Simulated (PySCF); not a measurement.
C₅H₇F.

```xyz
13

C      2.2958     0.6202     0.7627
C      1.4589    -0.1030     0.2709
C      0.4435    -0.9718    -0.3087
C     -0.9521    -0.3527    -0.3681
C     -1.4830     0.1159     0.9645
F     -0.9179     0.7159    -1.2388
H      3.0428     1.2625     1.1909
H      0.7400    -1.2481    -1.3341
H      0.3881    -1.9114     0.2671
H     -1.6328    -1.1058    -0.8053
H     -1.5745    -0.7271     1.6654
H     -0.8060     0.8639     1.4024
H     -2.4750     0.5709     0.8345
```

Geometry: PBE0-D3(BJ)/def2-SVP. The structure was generated by enumeration; whether it is a known compound was not checked. The values are those of a single conformer.

Calculation: PySCF with B3LYP/pcSseg-1. Non-relativistic, no solvent.

**Question.** Give the absolute GIAO shielding of each atom: isotropic value and principal components (ppm). (Estimate from the structure and the level; the computed values follow.)

**Answer.** 
| atom | σ(iso) | σ11 | σ22 | σ33 | span |
|---|---|---|---|---|---|
| C1 | 103.9 | 24.5 | 32.9 | 254.3 | 229.8 |
| C2 | 98.2 | 0.4 | 1.8 | 292.5 | 292.1 |
| C3 | 150.6 | 138.3 | 145.7 | 167.7 | 29.4 |
| C4 | 90.0 | 55.8 | 72.7 | 141.6 | 85.8 |
| C5 | 158.6 | 140.5 | 156.8 | 178.6 | 38.1 |
| F6 | 367.2 | 329.4 | 371.2 | 400.9 | 71.5 |
| H7 | 29.5 | 24.4 | 24.7 | 39.5 | 15.1 |
| H8 | 28.5 | 23.8 | 27.7 | 34.1 | 10.3 |
| H9 | 29.3 | 25.2 | 28.0 | 34.8 | 9.6 |
| H10 | 26.9 | 24.7 | 25.9 | 30.2 | 5.5 |
| H11 | 30.7 | 26.8 | 28.5 | 36.7 | 9.8 |
| H12 | 29.3 | 25.3 | 29.7 | 32.8 | 7.6 |
| H13 | 29.9 | 26.2 | 27.6 | 35.9 | 9.6 |
